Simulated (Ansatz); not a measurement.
A structure relaxed at PBE-D4/def2-TZVP in Ansatz, charge 1, doublet:

```xyz
3

Be    0.7838   -0.4669   -0.8307
Be   -0.5921   -0.8313    0.6935
Te   -0.1918    1.2982    0.1372
```

**Question.** Give its formula and point group.

**Answer.** the cluster Be2Te⁺ (the lowest doublet isomer of a short search). Point group C2v (tolerance 0.1 Å).

**Question.** Summarise the bond lengths by kind (pairs closer than 1.2 times the sum of covalent radii, bridged metal pairs left out).

**Answer.** 2 × Be–Te 2.24 Å.

In the def2 sets Te takes a core potential; there is no spin–orbit coupling. The structure comes from a short search, and lower isomers may exist.
